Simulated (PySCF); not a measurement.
## Relaxation of singlet [AgSe2]-

Method: PySCF, PBE, basis Ag def2-SVPD with ECP28, Se def2-SVPD (scalar-relativistic core potentials, no spin–orbit coupling, density fitting). A (50,194) grid was used.

A hand-made linear start, of D∞h symmetry, held to at least that symmetry:

Coordinates in bohr (charge -1 multiplicity 1):
```
Ag    0.0000    0.0000    0.0000
Se    0.0000    0.0000    4.6487
Se    0.0000    0.0000   -4.6487
```

(1) What forces act on the atoms at the start (eV/Å)?

(2) What does it relax to?

(3) How much energy is released, and in how many steps?

## Answers

(1) 
```json
{"atom": "Ag1", "Fx": "0.00", "Fy": "0.00", "Fz": "0.00"}
{"atom": "Se2", "Fx": "0.00", "Fy": "0.00", "Fz": "-0.56"}
{"atom": "Se3", "Fx": "0.00", "Fy": "0.00", "Fz": "0.56"}
```

(2) It ends at D∞h with Ag–Se 2.387 Å (×2); Se–Ag–Se 180.0°. No frequency check is given, so it may be a saddle point. Other isomers or separated fragments may lie lower.

(3) 4.1 kJ/mol in 4 steps.

Stability towards spin polarisation was not tested. At this level a triplet minimum of D∞h symmetry lies 62 kJ/mol below this structure.
